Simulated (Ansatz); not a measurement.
Job for Ansatz (a program for electronic structure): R-CCSD(T)/cc-pVTZ on CH3F2Ga (SMILES [CH3][Ga]([F])[F]), a point of a torsion scan. The run froze 17 orbitals, filled d shells among them.

Ansatz 0.2 input:
```yaml
crystal:
  periodic: [false, false, false]
  atoms:
    - {symbol: C, position_ang: [-1.00184085, -0.10216188, -0.00304463]}
    - {symbol: Ga, position_ang: [1.01146430, 0.10895447, -0.01200715]}
    - {symbol: F, position_ang: [2.15495360, -1.19164749, 0.25226132]}
    - {symbol: F, position_ang: [1.86727891, 1.61269015, -0.28688283]}
    - {symbol: H, position_ang: [-1.38554848, 0.22460520, 0.96101977]}
    - {symbol: H, position_ang: [-1.23237666, -1.15223534, -0.16442789]}
    - {symbol: H, position_ang: [-1.41600624, 0.51896314, -0.79367384]}
basis:
  gaussian:
    orbitals: cc-pVTZ
magnetization: {spin_polarized: false}
correlation: {method: ccsd_t, electrons: outside_noble_gas}
scf: {lower_state_search: off}
```

It printed:

```
WARN ansatz: RAYON_NUM_THREADS=1 ignored (pool sized by the plan → 1); use --threads N
Functional definition: HF
these checks for a lower state are left out or cut short: stability, starts, cluster_reference, orbital_swaps, neighbouring_geometries, increment
integrals: 0.54 GiB planned
1059 factors; integrals over basis functions are off by at most 1.1e-3 eV
mean field: 0.54 GiB planned
mean field evaluation 1: about -58826.4758 eV, gradient 4.5e1 eV
mean field evaluation 2: about -58826.5370 eV, gradient 4.6e1 eV
mean field evaluation 4: about -58830.1235 eV, gradient 2.5e0 eV
mean field evaluation 8: about -58830.1592 eV, gradient 1.9e-1 eV
mean field -58830.15934139 eV, -2161.9684792818 hartree, gradient 3.0e-6 eV, S^2 0.000000; 0 other end points of the search recorded, 0 dependent functions left out
17 core orbitals not correlated, not the lowest: weight in the atoms' cores, before any rotation towards them, 0.939 or more for the frozen orbitals, at most 0.054 for the correlated occupied ones
reference -58830.15934139 eV, -2161.9684792818 hartree; 12, 12 occupied and 146, 146 virtual orbitals, 1059 factors
second order -20.84509403 eV of doubles, -0.00000000 eV of singles
coupled cluster: 1.46 GiB planned
cycle   1  -20.64787307 eV  change    2.0e-1 eV  update   1.0e-1
cycle   2  -21.07195127 eV  change   -4.2e-1 eV  update   3.3e-2
cycle   3  -21.19332377 eV  change   -1.2e-1 eV  update   1.6e-2
cycle   4  -21.18059429 eV  change    1.3e-2 eV  update   3.9e-3
cycle   5  -21.17742741 eV  change    3.2e-3 eV  update   1.6e-3
cycle   6  -21.17829942 eV  change   -8.7e-4 eV  update   5.0e-4
cycle   7  -21.17814350 eV  change    1.6e-4 eV  update   1.6e-4
cycle   8  -21.17804263 eV  change    1.0e-4 eV  update   4.7e-5
cycle   9  -21.17805615 eV  change   -1.4e-5 eV  update   1.6e-5
perturbative correction -0.67190825 eV, -0.0246921728 hartree
Total energy: -58852.00930578 eV, -2162.7714506629 hartree
Checks for a lower state left out: stability, starts, cluster_reference, orbital_swaps, neighbouring_geometries, increment
```

The calculation finished and met its thresholds.

Cost: around 30 core-seconds (rough).
